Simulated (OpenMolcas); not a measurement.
**neutral chlorine: effect of the IPEA shift**

```
Program             : OpenMolcas
Basis               : ANO-RCC-VTZP [5s4p2d1f]
Scalar Hamiltonian  : DKH2, point nucleus
Active space        : 7 electrons in 9 orbitals (RAS2 3s 3p; RAS3 3d, at most 2 electrons)
State averaging     : 2S+1 = 2 odd, 3 roots; 2S+1 = 2 even, 1 root
Spin-orbit coupling : state interaction with AMFI integrals over the reference wave functions, term energies averaged over their components
```

Methods on the same reference wave functions:
A. RASSCF
B. SS-RASPT2, IPEA 0 Eh, imaginary shift 0.1 Eh (closed shells correlated: 2s 2p)
C. SS-RASPT2, IPEA 0.25 Eh, imaginary shift 0.1 Eh (closed shells correlated: 2s 2p)

Energies in cm⁻¹ above 3s² 3p⁵ ²P°_3/2, the measured ground level; measured values from NIST Handbook of Basic Atomic Spectroscopic Data.

```csv
Level,A,B,C,Measured
3s² 3p⁵ ²P°_3/2,0.0,0.0,0.0,0.0
3s² 3p⁵ ²P°_1/2,781,781,781,882
3s 3p⁶ ²S_1/2,92904,91900,92484,85679
```

Deviations, from unrounded energies. A percentage is the sum of absolute deviations over the sum of measured energies, with the sign that they share, or ± where signs differ.

```csv
Against measurement,Levels,A,B,C
mean absolute deviation (cm-1),2,3700,3200,3500
fine structure of the ground term (%),1,-11.5,-11.5,-11.5
other configurations (%),1,+8.4,+7.3,+7.9
```

B lies closest to measurement on these levels and A furthest from it. The largest miss of B in the table is 3s 3p⁶ ²S_1/2, by +6200 cm-1. The ranking rests on the paired levels alone, and a cruder setting can come out closer through cancelling errors.

Between B and C the level of the table that moves most is 3s 3p⁶ ²S_1/2, by 580 cm-1 (lowest in B, highest in C).

The lowest spin-free term lies below A's lowest term by 0.098 hartree in B, 0.097 hartree in C.

Active for correlation alone: 3d; no level in the range computed is led by a configuration that fills it, so any true level of that kind is missing. Some terms mix strongly with configurations of 3d, whose occupation reaches 0.34 (3s 3p⁶ ²S). Without dynamic correlation excited terms often stand tens of per cent too high (terms of higher spin than the ground term too low), and those without a measured partner can miss by more than the paired ones (holds for A). Measured partners are found by configuration, term and J. A level has none where our copy of the source lacks it or the pairing is in doubt (some pairs that miss far off the trend of their configuration count as doubtful), and it then counts in no deviation. Levels of configurations outside the active space are missing.

° marks odd parity.
